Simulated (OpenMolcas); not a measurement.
**Eu2+ in CaO: curves along the breathing mode**

Eu2+ with its 6 nearest oxide ions, on the Ca site of CaO (a = 4.8105 Å, distance in the model lattice 2.405 Å). The rest of the host is ab initio model potentials to 7.6 Å, with orthogonalisation functions on the cations behind the ligands, and point charges beyond; the distance is set by hand and nothing relaxes. Ligand basis ANO-RCC-VDZP.

```json
{"Program": "OpenMolcas 26.06", "Method": "CASSCF", "Basis": "ANO-RCC-VDZP [7s6p4d2f1g]", "Scalar Hamiltonian": "DKH2, point nucleus", "Active space": "7 electrons in 7 orbitals (4f)", "State averaging": "2S+1 = 8 odd, 1 root; 2S+1 = 6 odd, 21 roots kept (CI in the orbitals of an earlier block)", "Spin-orbit coupling": "state interaction with AMFI integrals over the reference wave functions"}
```

Spin-free energies (labels of O, the rotations of Oh) in cm-1 above the lowest fitted minimum, as all ligands move together:

```tsv
R (Å)	8A1	6T1	6A1	6T1(2)	6T2	6A2	6T2(2)
2.334	1990	38750	41200	41250	41240	41400	41440
2.389	-30	36780	39240	39280	39280	39430	39460
2.444	1180	38020	40490	40530	40530	40660	40690
2.499	5500	42370	44860	44890	44890	45010	45040
2.554	12960	49860	52360	52390	52390	52490	52520
2.609	23690	60600	63110	63130	63140	63230	63260
2.664	37900	74830	77340	77370	77370	77460	77490
```

Cubic fits give the following; the wavenumber is harmonic, with the mass of all moving ligands, small differences in it between states hang on the degree of the fit, a number in brackets counts states of one label, and the table is a selection of at most 14 states with clean curves.

```tsv
State	R0 (Å)	Breathing mode (cm-1)	Minimum (cm-1)
8A1	2.396	599	0
6T1	2.396	598	36810
6A1	2.395	598	39280
6T1(2)	2.395	598	39310
6T2	2.395	598	39320
6A2	2.396	598	39460
6T2(2)	2.396	598	39490
6E	2.396	598	39510
6T2(3)	2.395	598	44130
6E(2)	2.396	598	44280
```

For an f ion spin-orbit coupling outweighs the ligand field, so these spin-free curves are not those of observable levels.

No quartet enters the spin-orbit mixing, so the splitting and order within the octet and the sextets are unsound, and g values and χT are rough. No measured value stands beside these numbers.
